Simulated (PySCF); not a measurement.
Species: C7H14GeO.
Geometry (PBE0-D3(BJ)/def2-SVP, Å), atoms numbered from 1 in this order:
```
atom  x, y, z in Å
C1     0.7571   -1.3842   -0.4627
C2     0.2111    0.0346   -0.4784
O3     1.1364    0.8839   -1.1363
Ge4    2.6126    1.5266   -0.3651
C5    -1.1683    0.1779   -1.1875
C6    -1.9844    0.7958   -0.0492
C7    -1.5766   -0.0947    1.1442
C8    -0.2026    0.5696    0.9103
C9    -1.0016    1.8369    0.5306
H10    0.0547   -2.0892    0.0036
H11    1.7064   -1.4337    0.0935
H12    0.9476   -1.7168   -1.4940
H13    3.4317    2.0701   -1.5427
H14    2.2457    2.6536    0.6213
H15    3.3738    0.4098    0.3797
H16   -1.5752   -0.7890   -1.5226
H17   -1.0654    0.8376   -2.0604
H18   -3.0356    1.0421   -0.2556
H19   -1.6668   -1.1877    1.0417
H20   -2.0336    0.2286    2.0910
H21    0.5794    0.5735    1.6865
H22   -1.4057    2.3566    1.4117
H23   -0.5334    2.5517   -0.1618
```

Theory: TDDFT B3LYP/def2-SVPD, vertical, gas phase, core orbitals frozen in the response in PySCF 2.14.0, density-fitted response routines. Relativistic effects, spin–orbit coupling among them, are left out although an element past zinc is present.

Ground-to-excited transition dipoles (e·a0, same axes as the geometry; the sign carries no meaning), for the states with f of 0.002 or more among the lowest 7:

| state | E (hartree) | μx | μy | μz |
| --- | --- | --- | --- | --- |
| S1 | 0.2317 | 0.127 | -0.212 | -0.072 |
| S2 | 0.2422 | -0.122 | 0.131 | 0.043 |
| S3 | 0.2492 | -0.557 | -0.169 | -0.249 |
| S4 | 0.2540 | 0.068 | 0.089 | -0.014 |
| S5 | 0.2705 | -0.097 | -0.100 | -0.017 |
| S6 | 0.2739 | -0.060 | -0.095 | 0.012 |
| S7 | 0.2779 | 0.100 | 0.015 | 0.035 |

(1) What oscillator strength does each state have?

(2) Which bond between heavy atoms lies closest to the direction of the S3 transition dipole?

(3) What angle do the transition dipoles of S1 and S3 make?

(4) How is the summed strength of these states shared among x, y and z?

(5) What peak molar absorption coefficient would the strongest computed level give as a lone Gaussian band 0.5 eV wide at half height?

Answers

(1) f = (2/3) ΔE |μ|² with ΔE in hartree (27.2114 eV).

```csv
state,|μ|² (au),|μ| (D),f
S1,0.066,0.66,0.010
S2,0.034,0.47,0.005
S3,0.401,1.61,0.067
S4,0.013,0.29,0.002
S5,0.020,0.36,0.004
S6,0.013,0.29,0.002
S7,0.011,0.27,0.002
```

(2) O3–Ge4, at 7° from it; next C2–C5 at 21°.

(3) |cos θ| = |μa·μb| / (|μa| |μb|) = 0.10, so θ ≈ 84° (taken between 0 and 90°, since the signs are arbitrary).

(4) (2/3) Σ ΔE μα² gives 0.061 for x, 0.019 for y and 0.012 for z, 0.093 in all.

(5) ε(max) = 2.175×10⁸ f / FWHM, with the width in cm⁻¹. S3: 2.175×10⁸ × 0.0667 / 4033 ≈ 3600 L mol⁻¹ cm⁻¹.

The vertical ionisation energy (ΔSCF) is 9.31 eV, 1.75 eV above S7.

One conformer stands for the species.
